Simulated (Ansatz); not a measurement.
mercury atom (Hg), singlet (core potentials on Hg). Base run: BLYP/def2-SVP in Ansatz (an electronic-structure program).

The Ansatz input:
Ansatz 0.2 input:
```yaml
crystal:
  periodic: [false, false, false]
  atoms:
    - {symbol: Hg, position_ang: [0.00000000, 0.00000000, 0.00000000]}
basis:
  gaussian:
    orbitals: def2-SVP
hamiltonian:
  xc: blyp
```

Variants of this job, named by their change:

```
change                                                            ΔE vs base (kcal/mol)
----------------------------------------------------------------  ---------------------
base                                                                              0.000
lower_state_search = full                                                         0.000
final_grid = 14, 28, 59                                                           0.000
nuclear_model = gaussian                                                          0.000
lower_state_search = light                                                        0.000
fitting.mean_field = def2-universal-JKFIT                                        -0.002
forces = on                                                                       0.000
final_grid = 6, 12, 29                                                            0.002
accuracy = high                                                                   0.000
point_charge = charge:0.5 position_ang:-0.1918, 0.298, 2.979                      -2.55
point_charge = charge:-1.0 position_ang:2.9187, -0.6931, -0.0222                  -9.65
```
